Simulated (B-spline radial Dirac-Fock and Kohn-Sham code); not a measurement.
## Radiative decay of the L1 hole in Os³⁺

System: osmium as Os³⁺, configuration [Xe] 4f14 5d5.

Level of theory: independent-particle rates on relativistic LDA orbitals of the hole state (multipoles up to L = 3, Coulomb Auger matrix elements, transition energies from Dirac-Fock); a radial B-spline solver.

| line | multipole | energy (eV) | width (meV) | share (%) |
| --- | --- | --- | --- | --- |
| L1-L2 | E1 | 588.5 | 0.195 | 0.0209 |
| L1-L3 | E1 | 2102.4 | 20.9 | 2.24 |
| L1-M2 | E1 | 10177.8 | 307 | 32.9 |
| L1-M3 | E1 | 10511.9 | 373 | 40.0 |
| L1-M4 | E2 | 10942.6 | 9.52 | 1.02 |
| L1-M5 | E2 | 11013.6 | 14.2 | 1.53 |
| L1-N2 | E1 | 12421.3 | 76.0 | 8.15 |
| L1-N3 | E1 | 12499.9 | 98.7 | 10.6 |
| L1-N4 | E2 | 12680.0 | 1.34 | 0.143 |
| L1-N5 | E2 | 12694.5 | 2.10 | 0.225 |
| L1-O2 | E1 | 12919.4 | 13.0 | 1.40 |
| L1-O3 | E1 | 12931.8 | 16.7 | 1.79 |

The listed lines hold 100.0 % of the radiative rate. The radiative width is 0.933 eV in the length form and 0.937 eV in the velocity form; the two differ because the transition energies are not eigenvalue differences of the potential that gave the orbitals.

Values without a named source are computed, but for edge energies of neutral atoms, which are taken from tables.
